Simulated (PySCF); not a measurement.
# Excitation energy of P⁺ by level of theory

P⁺ [Ne] 3s2 3p2 (3P) → P⁺ [Ne] 3s1 3p3 (5S), as a difference of total energies. Computed with PySCF 2.14 in x2c-TZVPPall, with scalar relativity by spin-free X2C-1e. Correlated levels: valence: [Ne] frozen; valence and next inner shell: 1s2 frozen. The calculations carry no spin-orbit coupling.

| method | excitation energy (eV) |
| --- | --- |
| UHF | 3.984 |
| LDA | 5.880 |
| PBE | 5.777 |
| PBE0 | 5.565 |
| r2SCAN | 4.990 |
| CAM-B3LYP | 6.153 |
| wB97X-V | 5.871 |
| MP2 (valence) | 5.040 |
| SCS-MP2 (valence) | 5.551 |
| MP2 (valence and next inner shell) | 5.222 |
| SCS-MP2 (valence and next inner shell) | 5.687 |

Question: Estimate what ROHF gives.

Answer: 3.855 eV, closest to UHF among the rows shown.

Question: Estimate what wB97M-V gives.

Answer: 6.062 eV, closest to CAM-B3LYP among the rows shown.

Errors of the correlated levels include the incompleteness of this basis and the frozen core.

For comparison: 5.627 eV (measured; NIST levels, between the centres of gravity of the two terms).
